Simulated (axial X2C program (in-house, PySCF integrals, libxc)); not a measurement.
# CuS⁺: properties at the nuclei

Calculated with an axial X2C code built on PySCF integrals: two-component X2C with atomic mean-field Coulomb and Gaunt terms, Gaussian nuclei, basis Cu dyall-cv3z, S dyall-av3z with contracted cores.

R = 2.095 Å (near the PBE0 minimum at charge 1 of the determinant lowest at the starting distance; the state shown can have its own minimum elsewhere).

Determinant lowest in the PBE0 search, Ω = 1 (⟨Sz⟩ = 1.00, ⟨Lz⟩ = 0.00 at PBE0), spin on the atoms Cu 0.07, S 0.93:

```
 level  Eeff magnitude (GV/cm)  Ws magnitude Cu (kHz)  Ws magnitude S (kHz)  A∥/gI Cu (MHz)  qzz Cu (a.u.)  A∥/gI S (MHz)  qzz S (a.u.)
  PBE0                  0.0168                 0.0173                0.0113            -114           0.07           -229         -2.31
    HF                   0.103                 0.0506                0.0132            -123          -0.96           -177         -3.26
r2SCAN                  0.0275                 0.0129                0.0171            -130           0.31           -158         -1.87
   LDA                  0.0723                0.00195               0.00502            -127           0.70           -220         -1.57
  BP86                  0.0669                0.00254               0.00795           -90.6           0.66           -221         -1.63
```

Determinant 0.98 eV from it at PBE0 and this distance, Ω = 0 (closed shell), highest spinor 80% S p, 16% Cu d, 4% Cu p:

```
 level  qzz Cu (a.u.)  qzz S (a.u.)
  PBE0           0.24         -2.16
    HF          -0.89         -3.46
r2SCAN           0.53         -1.63
   LDA           0.82         -1.46
  BP86           0.80         -1.46
```

Eeff is the effective electric field on the electron electric dipole moment in this Ω state and Ws the scalar–pseudoscalar constant of the nucleus named (defined with the proton number Z and per Ω); A∥ (defined per Ω) follows by multiplying with gI = μI/(I μN); qzz is the electric field gradient, eQq0 = 234.96 MHz × Q/barn × qzz. The operators were transformed with the bare-nucleus X2C matrices; with these basis sets, hyperfine constants and field gradients can be off by tens of per cent, and where levels differ in sign neither size nor sign is settled.

Question: With gI(63Cu) = 1.4824, gI(33S) = 0.4292 (g factors from the IAEA table of nuclear moments by Stone), turn the PBE0 values of the first state into constants in MHz.

Answer: A∥(63Cu) = -114 × 1.4824 = -169 MHz; A∥(33S) = -229 × 0.4292 = -98.3 MHz.

Each state is one determinant with collinear spin, which with several unpaired electrons need not be a pure state. Unrestricted Hartree–Fock can overshoot spin polarisation at the nuclei. In the state Ω = 1 the sign of Eeff differs between levels (HF against PBE0). A closed determinant beside an open π² or δ² triplet, such as (π1/2)², mixes with its partner pair into the 0⁺ component of the triplet and ¹Σ⁺, so its energy is not that of a level, and 0⁺ can lie lowest. With several open shells hyperfine constants can be off by a factor of several. Where Eeff spreads by more than a factor of two the levels disagree and none is to be relied on. Open-shell Ω = 0 determinants with evenly filled partner blocks cannot be reached by this program, so the Ω shown need not be the lowest component. The search compared states at one distance, so a state with another bond length can lie lower. Further determinants of the search, some of them spin-mixed, are not shown. Where a field gradient or hyperfine factor spreads by more than a factor of two over the levels, a constant derived from it is not to be relied on. PBE0 term energies can be off by some tenths of an eV.
